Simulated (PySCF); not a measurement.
# Computed properties of 5,5-difluorocyclopenta-1,3-diene (C₅H₄F₂), SMILES FC1(F)C=CC=C1

5,5-difluorocyclopenta-1,3-diene (C5H4F2), SMILES C1(F)(C=CC=C1)F. The structure is a stationary point at PBE0-D3(BJ)/def2-SVP. The values are those of a single conformer. All values are computed for the isolated molecule unless a solvent is named; none is compared with measurement here.

**Structure.** The optimised structure has C2v symmetry. All 27 harmonic modes at PBE0-D3(BJ)/def2-SVP (PySCF) are real, so it is a minimum. With heavy atoms numbered as in [F:1][C:2]1([F:3])[CH:4]=[CH:5][CH:6]=[CH:7]1, the shortest bond between them is C4–C5 at 1.337 Å and the longest C2–C7 at 1.516 Å.

**Vibrations.** The strongest infrared lines (harmonic, unscaled, degenerate partners summed) lie at 1173 cm⁻¹ (250 km/mol, C 75 %, F 23 %), 1395 cm⁻¹ (121 km/mol, C 60 %, H 38 %), 1270 cm⁻¹ (114 km/mol, C 73 %, H 15 %, F 13 %). The softest mode is at 166 cm⁻¹ and the zero-point energy is 48.9 kcal/mol.

**Electronic structure.** r2SCAN/def2-TZVP (PySCF) places the frontier levels at -6.11 and -2.69 eV, a gap of 3.42 eV, and gives a dipole moment of 2.34 D and a mean polarisability of 54.2 bohr³. PBE/def2-TZVP (PySCF) at the same geometry gives -5.94 and -2.81 eV, so its gap is 0.29 eV narrower. An orbital gap is neither the optical nor the fundamental gap.

**Excitations.** TDDFT-ωB97X/def2-SVPD (PySCF) has S1 at 4.44 eV (279 nm, f = 0.041, weak); the most intense of the 8 singlets computed lies at 8.31 eV (f = 0.06). T1 (TDA) is at 2.60 eV. TDDFT-PBE/def2-SVPD (PySCF) puts S1 at 4.00 eV. No vertical singlet excitation falls in the visible range (under 3.1 eV).

**NMR.** GIAO shifts at KT2/pcSseg-1 (PySCF) (non-relativistic, atoms alike by connectivity averaged): ¹³C from 131.2 to 133.0 ppm against TMS; ¹H at 6.3 ppm against TMS; ¹⁹F at -201.3 ppm against CFCl3.

**Solvation.** SMD-M06-2X/6-31G* (PySCF) gives -1.0 kcal/mol in water, -5.2 kcal/mol in chlorobenzene, -4.0 kcal/mol in toluene (1 M in both phases, gas-phase geometry); of these solvents chlorobenzene holds the molecule best.
